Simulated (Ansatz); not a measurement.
Isolated molecules relaxed with PBE0-D4/def2-TZVP in Ansatz; ΔE leaves out vibrations. CCSD(T)/CBS is the MP2 limit (def2-TZVPP, def2-QZVPP) plus CCSD(T) − MP2 in def2-TZVPP, frozen cores. Functionals use def2-TZVPP. B3LYP here is the variant with VWN-RPA as its local correlation; programs differ in this. HSE06 is defined as in plane-wave codes. For Ge outer-core shells are correlated without core-valence functions, which leaves a few kJ/mol of doubt a bond. Scalar relativity is left out up to krypton. Each species was taken in one conformer, which may not be the lowest.

`[SiH3][SiH2][GeH2][SiH2][GeH3]` + `[SiH3][GeH2][SiH3]` → `[SiH3][GeH2][SiH2][GeH2][SiH2][GeH3]` + `[SiH3][SiH3]`  (formal exchange of groups at a Ge–Si bond)

`[SiH3][SiH2][GeH2][SiH2][GeH3]`:

```xyz
17

Si   -0.305   -0.363    2.626
Si   -0.530   -1.762    0.767
Ge   -1.518   -0.544   -1.025
Si   -0.294    1.474   -1.342
Ge    2.033    0.986   -1.425
H    -1.645    0.117    3.059
H     0.345   -1.066    3.765
H     0.522    0.818    2.258
H    -1.352   -2.956    1.112
H     0.815   -2.230    0.333
H    -1.483   -1.379   -2.319
H    -2.991   -0.231   -0.701
H    -0.714    2.161   -2.594
H    -0.560    2.386   -0.195
H     2.868    2.251   -1.681
H     2.323   -0.027   -2.546
H     2.486    0.366   -0.092
```

`[SiH3][GeH2][SiH3]`:

Cartesian coordinates in Å:
```
Si 1.375 -0.702 -1.264
Ge 0.337 -0.350 0.847
Si -1.631 0.967 0.621
H 1.730 0.608 -1.873
H 0.435 -1.409 -2.173
H 2.610 -1.516 -1.122
H -0.020 -1.708 1.480
H 1.324 0.358 1.796
H -2.282 1.184 1.939
H -2.592 0.281 -0.283
H -1.286 2.288 0.032
```

`[SiH3][GeH2][SiH2][GeH2][SiH2][GeH3]`:

Z-matrix (Å, degrees):
```
Si
Ge 1 2.380
H 1 1.487 2 109.8
H 1 1.486 2 109.8 3 119.7
H 1 1.486 2 110.9 3 -120.0
Si 2 2.383 1 113.5 3 -175.6
H 2 1.542 1 108.2 3 -54.1
H 2 1.542 1 109.4 3 62.3
Ge 6 2.381 2 110.7 1 -81.1
H 6 1.489 2 109.3 1 39.3
H 6 1.489 2 109.5 1 157.6
Si 9 2.380 6 109.9 2 52.5
H 9 1.541 6 109.3 2 -68.6
H 9 1.541 6 109.9 2 173.1
Ge 12 2.379 9 109.2 6 52.5
H 12 1.488 9 108.9 6 -67.3
H 12 1.489 9 110.9 6 173.6
H 15 1.539 12 109.8 9 68.7
H 15 1.539 12 110.1 9 -50.0
H 15 1.538 12 111.8 9 -170.6
```

`[SiH3][SiH3]`:

Z-matrix (Å, degrees):
```
Si
Si 1 2.338
H 1 1.488 2 110.3
H 1 1.488 2 110.3 3 120.0
H 1 1.488 2 110.3 3 -120.0
H 2 1.488 1 110.3 3 59.9
H 2 1.488 1 110.3 3 179.9
H 2 1.488 1 110.3 3 -60.1
```

```tsv
level	ΔE (kcal/mol)	difference from CCSD(T)/CBS
LDA (SPW92)	-1.0	-0.1
revPBE-D4	-0.8	0.1
BLYP-D4	-1.1	-0.2
r2SCAN-D4	-0.5	0.4
B97M-V	-0.6	0.3
PBE0-D4	-0.8	0.1
B3LYP-D4	-1.1	-0.2
r2SCANh-D4	-0.5	0.4
r2SCAN0-D4	-0.6	0.3
HSE06-D4	-0.8	0.1
BHLYP-D4	-1.1	-0.2
CAM-B3LYP-D4	-0.8	0.1
ωB97X-V	-0.7	0.2
ωB97M-V	-0.8	0.1
B2PLYP	0.0	0.9
PBE-QIDH	-0.4	0.5
PBE	0.4	1.3
revPBE	1.3	2.2
r2SCAN	-0.1	0.8
PBE0	0.3	1.2
B3LYP	0.8	1.7
r2SCANh	-0.1	0.8
r2SCAN0	-0.1	0.8
HSE06	0.3	1.2
BHLYP	0.6	1.5
CAM-B3LYP	0.5	1.4
LC-ωPBE	0.4	1.3
RPA@PBE/def2-TZVPP	-1.0	-0.1
MP2/def2-SVP	-0.8	0.1
CCSD/def2-SVP	-0.5	0.4
CCSD(T)/def2-SVP	-0.8	0.1
HF/def2-TZVPP	1.1	2.0
MP2/def2-TZVPP	-1.2	-0.3
SCS-MP2/def2-TZVPP	-0.8	0.1
CCSD(T)/def2-TZVPP	-1.1	-0.2
HF/def2-QZVPP	1.2	2.1
SCS-MP2/def2-QZVPP	-0.6	0.3
HF/CBS(def2)	1.2	2.1
MP2/CBS(def2)	-1.1	-0.2
CCSD/CBS(def2)	-0.6	0.3
CCSD(T)/CBS	-0.9	0
```

Largest T1 diagnostic among the species: 0.013.

Leaving LDA and LC-ωPBE aside and taking each functional with its dispersion term where it has one, the values spread over 1.2 kcal/mol, from BHLYP-D4 to B2PLYP. LDA lies −1.4 kcal/mol from PBE without D4. The D4 term adds −1.9 kcal/mol with B3LYP and −1.2 kcal/mol with PBE0; it sums over pairs of atoms, weighted by their polarisabilities, and B3LYP, whose exchange is more repulsive, gets the larger term.
